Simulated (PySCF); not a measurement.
Compound: (HZn-mu-Cl)2 (singlet state).
Cartesian coordinates in Å at the PBE0-D3(BJ)/def2-SVP level; atoms count from 1:
```
atom  x, y, z in Å
Zn1    0.6520   -0.4493   -1.4539
H2     1.2566   -0.8615   -2.8110
Cl3    0.3682    1.5739   -0.3324
Zn4   -0.6313    0.4187    1.4291
H5    -1.2289    0.8254    2.7911
Cl6   -0.3535   -1.6033    0.3078
```

Computed with PBE0-D3(BJ)/def2-SVP geometry optimisation, gas phase (PySCF 2.14.0).

(1) Which atoms are bound to Zn1, and at what distances?

(2) List the angles at Zn1.

(3) What is the shape at Zn1?

(4) Give some angles away from the centre.

(5) What are the rotational constants (commonest isotopes, rigid rotor)?

Answers

(1) 3 atoms: H2 1.542 Å, Cl3 2.331 Å, Cl6 2.334 Å. The nearest atom not counted as bound is Zn4, at 3.27 Å.

(2) 
```
      angle  degrees  distance of the outer atoms (Å)
 H2–Zn1–Cl3    134.7                             3.59
 H2–Zn1–Cl6    134.5                             3.59
Cl3–Zn1–Cl6     90.8                             3.32
```

(3) Planar: angles 134.7°, 134.5° and 90.8°, sum 360.0°, 0.00 Å off the plane of its three neighbours. Differences among atoms that D2h makes equivalent are scatter left by the optimiser.

(4) Zn1–Cl3–Zn4 89.2°.

(5) A = 2622, B = 1393, C = 909.8 MHz: an asymmetric top.

Point group: D2h (tolerance 0.08 Å). Charge 0, singlet. Stationary, but not proved a minimum.

On one thread of an Intel Xeon Platinum 8259CL at 2.50 GHz, no GPU, shared host with 96 logical CPUs at a one-minute load of 55, this took 79 s and 0.42 GiB of memory at its peak. That covers the optimisation of the geometry.
